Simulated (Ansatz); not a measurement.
ClFH2NY (`[NH2][Y]([F])[Cl]`). Total charge 0; spin multiplicity 1. Y takes the def2 core potential.

Cartesian coordinates in Å:
```
N -0.9763 0.6333 -0.2943
Y 0.8052 -0.4182 0.1547
F 2.4438 0.2375 -0.7670
Cl 0.7042 -2.3189 1.7477
H -1.8993 0.4426 0.0792
H -1.0776 1.4236 -0.9204
```

Q: What are the harmonic wavenumbers in cm⁻¹ at PBE0-D4/def2-TZVP (Ansatz, finite differences of forces, unscaled)? (An estimate is asked.)

A: The calculation gave: 50, 94, 127, 339, 352, 433, 559, 585, 590, 1551, 3532, 3616.

Q: Is this a minimum?

A: Yes, all 12 modes are real.

Q: Give the ideal-gas thermochemistry at 298.15 K and 1 bar (rigid rotor, harmonic oscillator; point group Cs, symmetry number 1).

A: Zero-point energy 70.8 kJ/mol; H(298) − E = 90.6 kJ/mol; entropy 354.7 J/(mol·K), of which translation 172.1, rotation 115.4, vibration 67.2; G(298) − E = -15.1 kJ/mol. Modes under 100 cm⁻¹ are hindered rotations or soft bends, so the harmonic entropy is rough.

Q: And at 400, 500, 600, 800 and 1000 K?

A: 
```csv
T (K),H − E (kJ/mol),S (J/mol/K),G − E (kJ/mol)
400,100.3,382.5,-52.7
500,110.3,404.9,-92.1
600,120.8,423.9,-133.6
800,142.4,455.0,-221.6
1000,164.9,480.1,-315.2
```
